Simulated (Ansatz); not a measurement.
`C[AsH]` radical. The species carries charge 0 and has multiplicity 2. Correlated methods include outer-core shells of As, which these sets cover unevenly. Scalar relativity is left out up to krypton.

```xyz
6

C    -0.2879    0.1954   -0.4258
As   -0.1383   -0.7270    1.3051
H     0.0898    1.2161   -0.3458
H    -1.3352    0.2234   -0.7253
H     0.2894   -0.3310   -1.1877
H     1.3822   -0.5769    1.3796
```

Question: Give the diagnostics of a CCSD(T)/def2-TZVPP run (frozen core, Ansatz). (Estimate.)

Answer: The calculation gave: T1 = 0.0110, largest single amplitude 0.019, largest double 0.033, (T) share of the correlation energy 3.5 %, 8 CCSD cycles. ⟨S²⟩ of the UHF reference is 0.766 against 0.75 for a pure state. T1 lies under the customary mark of 0.045 for open shells.
